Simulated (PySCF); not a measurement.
CH₅FO₂Si₂, SMILES F[Si@H]1OC[SiH2]O1. Atoms are numbered in the order given.

```xyz
11

F      2.2390    -0.1829    -0.4945
Si     0.9940    -0.2035     0.5556
O      0.2253     1.2820     0.5982
C     -1.0200     1.3823    -0.1191
Si    -1.6050    -0.4243    -0.5015
O     -0.1931    -1.2373    -0.0102
H      1.5459    -0.5801     1.8786
H     -1.7471     1.9435     0.5061
H     -0.8737     1.9694    -1.0536
H     -2.7734    -0.8761     0.3270
H     -1.8872    -0.6735    -1.9544
```

Geometry: PBE-D3(BJ)/def2-SVP. The structure was generated by enumeration; whether it is a known compound was not checked. One conformer was computed; it need not be the lowest.

Level of theory: PBE-D3(BJ)/def2-SVP (PySCF 2.14.0).

Frequencies are harmonic and unscaled.

```tsv
mode	ν (cm⁻¹)	IR (km/mol)	moving atoms (share of kinetic energy)
1	85	2.2	H 38 %, C 26 %, O 22 %
2	89	2.0	F 36 %, O 33 %, Si 16 %, H 12 %
3	252	4.9	F 43 %, O 38 %, Si 14 %
4	330	13.0	O 39 %, F 30 %, Si 26 %
5	415	12.4	Si 42 %, O 32 %, H 13 %, C 11 %
6	462	31.9	Si 44 %, O 38 %, H 11 %
7	491	24.1	H 77 %, Si 11 %, O 9 %
8	635	1.8	C 53 %, H 32 %, Si 14 %
9	668	16.0	H 85 %
10	675	8.4	H 47 %, O 32 %, Si 19 %
11	722	15.2	O 35 %, H 27 %, Si 17 %, C 13 %
12	771	54.6	H 53 %, Si 28 %, O 17 %
13	810	31.3	H 66 %, C 22 %
14	831	23.4	H 74 %, F 20 %
15	871	153.3	O 35 %, H 32 %, Si 26 %
16	911	219.3	Si 34 %, H 31 %, F 18 %, O 14 %
17	938	340.9	H 66 %, Si 16 %, O 15 %
18	962	63.4	H 42 %, O 25 %, Si 23 %
19	1048	267.1	O 50 %, C 41 %
20	1186	3.1	H 91 %
21	1233	3.2	H 75 %, C 17 %
22	1410	2.3	H 94 %
23	2175	111.1	H 97 %
24	2184	125.3	H 96 %
25	2284	98.0	H 97 %
26	2961	31.5	H 95 %
27	3019	11.6	H 90 %, C 10 %
```
